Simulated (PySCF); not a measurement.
**LiSb⁺ at PW91**

Computed with PW91; basis Li def2-SVP, Sb def2-SVP with ECP28; scalar-relativistic core potentials; PySCF 2.14.

For LiSb⁺, the state is ⁴Σ⁻ (quartet), unpaired electrons σ ↑, π ↑↑, the bond length is 0.2951 nm and the harmonic wavenumber is 203 cm⁻¹. The force constant is 0.160 mdyn/Å. The rotational constant Be is 0.2919 cm⁻¹ and the anharmonicity ωexe is 2.71 cm⁻¹. The vibration–rotation constant αe is 0.00588 cm⁻¹, the well depth De to Li⁺ + Sb is 0.52 eV and the dissociation energy D0 is 0.51 eV. The bond order (Mayer) is 0.39 and the dipole moment (positive dipole points towards Sb; it is taken about the centre of mass and depends on that origin) is -10.10 D.

These are scalar-relativistic numbers at best; spin–orbit coupling would shift them, the dissociation energy most. For an ion De counts to the pair picked by the measured ionisation energies or electron affinities, which need not be the lowest pair at this level. The state was picked by a PBE0 search and need not be the measured ground state.
